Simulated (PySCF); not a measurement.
Xe³⁺ (xenon, charge +3): UHF calculation

Configuration: [Kr] 4d10 5s2 5p3, high-spin 4S determinant. Computed with PySCF 2.14 in aug-cc-pwCVTZ-PP with ECP28MDF (8s7p6d4f1g, 96 functions), with a scalar-relativistic core potential.

- Total energy: -326.060920 hartree
- One-electron energy: -540.9262 hartree
- Hartree (Coulomb) energy: 236.6482 hartree
- Exchange energy: -21.7829 hartree
- ⟨S²⟩: 3.7511
- ⟨L²⟩: 0.000
- Sum of ⟨r⟩: 24.46 bohr
- Sum of ⟨r²⟩: 34.52 bohr²

```json
{"shell": "4s α", "electrons": "1", "mean orbital energy (hartree)": "-9.64703", "rms radius, mean of both spins (bohr)": "0.767"}
{"shell": "4s β", "electrons": "1", "mean orbital energy (hartree)": "-9.61083", "rms radius, mean of both spins (bohr)": "0.767"}
{"shell": "4p α", "electrons": "3", "mean orbital energy (hartree)": "-7.37738", "rms radius, mean of both spins (bohr)": "0.820"}
{"shell": "4p β", "electrons": "3", "mean orbital energy (hartree)": "-7.34119", "rms radius, mean of both spins (bohr)": "0.820"}
{"shell": "4d α", "electrons": "5", "mean orbital energy (hartree)": "-3.90143", "rms radius, mean of both spins (bohr)": "0.930"}
{"shell": "4d β", "electrons": "5", "mean orbital energy (hartree)": "-3.87483", "rms radius, mean of both spins (bohr)": "0.930"}
{"shell": "5s α", "electrons": "1", "mean orbital energy (hartree)": "-2.22052", "rms radius, mean of both spins (bohr)": "1.88"}
{"shell": "5s β", "electrons": "1", "mean orbital energy (hartree)": "-1.89578", "rms radius, mean of both spins (bohr)": "1.88"}
{"shell": "5p α", "electrons": "3", "mean orbital energy (hartree)": "-1.59481", "rms radius, mean of both spins (bohr)": "2.13"}
```

Energies and moments cover only the electrons outside the core potential.
